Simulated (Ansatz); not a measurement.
A structure relaxed at PBE0-D4/def2-SVP in Ansatz, charge 0, singlet:

Cartesian coordinates in Å:
```
Y 0.0830 -1.5140 0.8857
Y -0.0842 1.5139 -0.8859
F 0.0977 -0.6516 -1.1228
F -0.1034 0.6510 1.1224
F -1.5554 -2.5418 1.3360
F -1.8214 2.2702 -1.4806
F 1.8245 -2.2641 1.4756
F 1.5591 2.5364 -1.3305
```

(1) Give its formula and point group.

(2) Summarise the bond lengths by kind (pairs closer than 1.2 times the sum of covalent radii, bridged metal pairs left out).

Results:

(1) Y₂F₆. Point group D2h (tolerance 0.1 Å).

(2) 8 × F–Y 1.99 to 2.19 Å.

In the def2 sets Y takes a core potential; there is no spin–orbit coupling. The relaxation made no stability test and no search for a lower SCF solution. No other spin state of charge 0 was run. The structure comes from a short search, and lower isomers may exist.
